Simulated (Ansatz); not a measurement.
Species: H₃Al, SMILES `[AlH3]` (charge 0, multiplicity 1), formula H3Al.

**Question.** How many basis functions does Ansatz (a program for electronic structure) with frozen-core CCSD(T)/def2-TZVPP // B3LYP-D3(BJ)/def2-TZVP use, how many core orbitals are frozen, and how many electrons are correlated?

**Answer.** 84 basis functions and 5 frozen orbitals, which leaves 6 correlated electrons. Core time is of the order of seconds.
